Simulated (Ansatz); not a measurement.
| atom | x (Å) | y (Å) | z (Å) |
| --- | --- | --- | --- |
| P | 0.0000 | 0.0000 | 0.1198 |
| H | 1.1008 | 0.0000 | -0.5988 |
| H | -0.5504 | 0.9533 | -0.5988 |
| H | -0.5504 | -0.9533 | -0.5988 |

Basis set: 6-31G* (spherical functions). Frozen core: 5 orbitals. Charge 0, multiplicity 1.

Computed with Ansatz (development build ahead of 0.2.0); each method stands on the lowest determinant of its kind that the runs found. Restricted open shells among the atoms or ions are ROHF, correlated in semicanonical orbitals with singles.

The atomization energy at this shape (free ground-state atoms in the same class of orbitals less the molecule, no zero-point energy) of singlet PH3:

```json
{"method": "RHF-MP2", "atomization energy": "772.8 kJ/mol"}
```

(1) What does RHF give?

Results:

(1) 655.7 kJ/mol. Caution: the shape is not the minimum.
